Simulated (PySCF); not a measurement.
# Working out the ionisation energy of Ge⁺

Ge⁺ [Ar] 3d10 4s2 4p1 (2P) → Ge²⁺ [Ar] 3d10 4s2 (1S). Computed with PySCF 2.14 in cc-pVTZ-PP with ECP10MDF (5s4p3d1f, 39 functions), with a scalar-relativistic core potential. Frozen: 3s2 3p6 3d10. Energies in hartree (1 hartree = 27.21139 eV):

```csv
part,Ge⁺ (lower),Ge²⁺ (upper)
UHF,-293.080568,-292.520298
CCSD correlation,-0.051252,-0.039914
(T),-0.000782,0.000000
```

Problem. What does Hartree-Fock give?

Solution. (-292.520298) − (-293.080568) = 0.560270 hartree = 15.246 eV.

Problem. What do CCSD and CCSD(T) give?

Solution. The CCSD correlation energies differ by 0.011338 hartree = 0.309 eV and the triples by 0.000782 hartree = 0.021 eV, so CCSD gives 15.555 eV and CCSD(T) 15.576 eV.

Measured between the centres of the two terms (NIST): 15.789 eV, so CCSD(T) (valence) is off by -0.213 eV.

What remains against the reference includes basis incompleteness, the frozen core and higher excitations.
